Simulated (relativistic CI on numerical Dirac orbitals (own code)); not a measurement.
V4+ in a cubic cluster: 3p photoemission with charge transfer

Computed with a charge-transfer multiplet model of a cubic metal-ligand cluster with up to 2 ligand holes, Slater and spin-orbit integrals from Dirac-Coulomb-Breit ions, Slater integrals scaled by 0.9. The parameters are those of a tetrahedral site (10Dq negative, t2 hopping the larger). The ground state mixes d1 with configurations of k ligand holes L, whose averages lie at kΔ + k(k − 1)U_dd/2; a core hole lowers each added d electron by U_cd. 300 K, Lorentzian 0.9 eV and Gaussian 0.8 eV FWHM.

Atomic integrals in eV (Slater integrals scaled, ζ unscaled), ground: F2dd 9.064, F4dd 5.680, zeta_d 0.029; with the core hole: F2dd 9.064, F4dd 5.680, zeta_d 0.033, zeta_core 0.604, F2cd 11.134, G1cd 13.644, G3cd 8.468. Where a configuration has fewer than two d electrons, the dd integrals are those of d2.

Cluster parameters (eV): Δ = 2.4, U_cd = 5.5, 10Dq = -0.15, 10Dq(ligand) = 0, V(eg) = 1.32, V(t2g) = -2.25, final-state hopping factor = 0.8.

| Case | n_d | d1 | d2L | d3L2 | S |
| --- | --- | --- | --- | --- | --- |
| U_dd = 4.1 eV | 1.77 | 0.36 | 0.50 | 0.13 | 0.50 |
| U_dd = 4.8 eV | 1.75 | 0.37 | 0.50 | 0.12 | 0.50 |
| U_dd = 6.2 eV | 1.71 | 0.39 | 0.50 | 0.10 | 0.50 |

Weights, n_d and S are thermal averages at 300 K. Binding energies count from the first peak over 30 % of the highest in each spectrum, which can be another peak from case to case. The parameters are a model scan and need not match a compound or its usual spin state. Peaks in eV (height, largest 100):
- U_dd = 4.1 eV: 0.0 (100), 2.3 (90), 3.2 (85), 5.9 (37), 9.7 (20), 13.3 (27), 18.8 (8), 21.4 (6)
- U_dd = 4.8 eV: 0.0 (100), 2.5 (92), 6.2 (35), 13.5 (26), 19.3 (7), 21.7 (5)
- U_dd = 6.2 eV: 0.0 (100), 2.6 (95), 8.6 (24), 13.8 (23), 19.9 (7)

For the case U_dd = 4.8 eV, Δ = 2.4 eV is smaller than U_dd = 4.8 eV, the charge-transfer side of the Zaanen-Sawatzky-Allen scheme. With the core hole the average of the configuration with one ligand hole lies at Δ − U_cd = -3.1 eV before mixing: the effective hopping of about 4.5 eV (from the holes of the mixed ground state) is comparable with this gap or larger, so the configurations mix strongly.

With at most 2 ligand holes the space is cut while the next configuration still counts, so covalency is underestimated, and a final configuration with one more ligand hole, which can lie low, is missing from the spectra.
